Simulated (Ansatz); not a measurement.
CH7NSSi2, SMILES `S[SiH]1C[SiH2]N1`, 12 atoms. Total charge 0; spin multiplicity 1. All runs use 4 threads of an AMD EPYC 9R45 on a shared host. Correlated methods freeze the cores.

(1) Give the basis size and wall time and peak host memory of each of these runs in Ansatz. RKS ωB97M-V/def2-QZVPP energy; direct RPA on PBE orbitals/def2-TZVPP energy; RKS SPW92 (LDA)/def2-TZVPP energy; RKS HSE06 (plane-wave form)-D4/def2-TZVPP energy; RKS PBE0-D4/def2-TZVP frequencies; RKS PBE-D4/def2-TZVPP energy and forces; RKS ωB97M-V/def2-TZVPP energy and forces; RKS PBE0-D4/def2-SVP energy; RKS ωB97M-V/def2-SVP energy; RKS PBE0-D4/def2-QZVPP energy; RHF-CCSD(T)/def2-TZVPP energy; RHF-MP2/def2-QZVPP energy. (Estimate.)

Answers

(1) Computed: Other jobs shared the machine, so times are rough.

| level | job | functions | wall time | peak host memory (GiB) |
| --- | --- | --- | --- | --- |
| RKS PBE0-D4/def2-SVP | energy | 117 | 0.55 s | 0.6 |
| RKS SPW92 (LDA)/def2-TZVPP | energy | 286 | 0.7 s | 0.47 |
| RKS PBE-D4/def2-TZVPP | energy and forces | 286 | 1.4 s | 0.48 |
| RKS ωB97M-V/def2-SVP | energy | 117 | 1.8 s | 0.6 |
| RKS HSE06 (plane-wave form)-D4/def2-TZVPP | energy | 286 | 1.9 s | 0.97 |
| direct RPA on PBE orbitals/def2-TZVPP | energy | 286 | 2.2 s | 0.79 |
| RKS PBE0-D4/def2-QZVPP | energy | 534 | 4.3 s | 2.5 |
| RKS ωB97M-V/def2-TZVPP | energy and forces | 286 | 5.5 s | 1.3 |
| RKS ωB97M-V/def2-QZVPP | energy | 534 | 9.5 s | 2.8 |
| RHF-MP2/def2-QZVPP | energy | 534 | 11 s | 4 |
| RHF-CCSD(T)/def2-TZVPP | energy | 286 | 65 s | 7.9 |
| RKS PBE0-D4/def2-TZVP | frequencies | 215 | 76 s | 0.72 |
